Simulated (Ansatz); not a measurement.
Consider the substitution at a C–N bond: `CCN1BC1` + `OBS` → `CCOBS` + `B1CN1`.

Calculated with Ansatz (gas phase, PBE0-D4/def2-TZVP geometries, no zero-point term in ΔE). CCSD(T)/CBS adds triple-zeta CCSD(T) − MP2 to the extrapolated MP2 energy (def2 sets, frozen cores). This one scheme is used for every species. Functionals use def2-TZVPP. B3LYP here is the variant with VWN-RPA as its local correlation; programs differ in this. One conformer a species, not always the lowest.

`CCN1BC1`:

```xyz
13

C    -0.610   -1.595    0.708
C    -0.058   -0.200    0.906
N     0.169    0.451   -0.343
B     0.199    0.602   -1.675
C     0.676    1.764   -0.745
H    -0.779   -2.079    1.672
H    -1.560   -1.563    0.169
H     0.086   -2.209    0.132
H     0.885   -0.235    1.467
H    -0.751    0.407    1.503
H    -0.028    0.083   -2.715
H     1.734    1.954   -0.558
H     0.037    2.620   -0.520
```

`OBS`:

Z-matrix (Å, degrees):
```
B
S 1 1.813
O 1 1.351 2 121.4
H 1 1.193 2 120.6 3 -180.0
H 2 1.340 1 96.0 3 180.0
H 3 0.961 1 115.3 2 0.0
```

`CCOBS`:

Cartesian coordinates in Å:
```
C 0.867 1.617 -0.271
C 0.265 0.387 -0.902
O -0.807 -0.100 -0.108
B -0.729 -1.271 0.546
S -2.151 -1.757 1.550
H 1.305 1.380 0.701
H 1.653 2.023 -0.912
H 0.107 2.387 -0.127
H -0.148 0.621 -1.887
H 1.018 -0.399 -1.027
H 0.241 -1.973 0.474
H -1.621 -2.916 1.964
```

`B1CN1`:

Z-matrix (Å, degrees):
```
C
N 1 1.467
B 1 1.562 2 52.5
H 1 1.090 2 116.6 3 110.6
H 1 1.090 2 116.6 3 -110.6
H 2 1.002 1 135.2 3 180.0
H 3 1.183 1 155.2 2 -180.0
```

```json
{"level": "PBE0-D4", "ΔE (kJ/mol)": "33.1"}
{"level": "B3LYP-D4", "ΔE (kJ/mol)": "29.3"}
{"level": "ωB97X-V", "ΔE (kJ/mol)": "27.9"}
{"level": "ωB97M-V", "ΔE (kJ/mol)": "28.5"}
{"level": "B2PLYP", "ΔE (kJ/mol)": "29.7"}
{"level": "PBE0", "ΔE (kJ/mol)": "31.9"}
{"level": "HF/def2-QZVPP", "ΔE (kJ/mol)": "23.1"}
{"level": "HF/CBS(def2)", "ΔE (kJ/mol)": "23.0"}
```

Problem. What does CCSD(T)/CBS give? (An estimate is asked.)

Solution. Ansatz gave: +31.9 kJ/mol. The listed levels differ from it by 1.2, -2.6, -4.0, -3.4, -2.2, 0.0, -8.8, -8.9 kJ/mol.

Largest T1 diagnostic among the species: 0.013.

In def2-TZVPP, CCSD(T) changes the Hartree–Fock value by +7.7 kJ/mol (the triples alone add +0.9 kJ/mol) and MP2 by +13.4 kJ/mol.
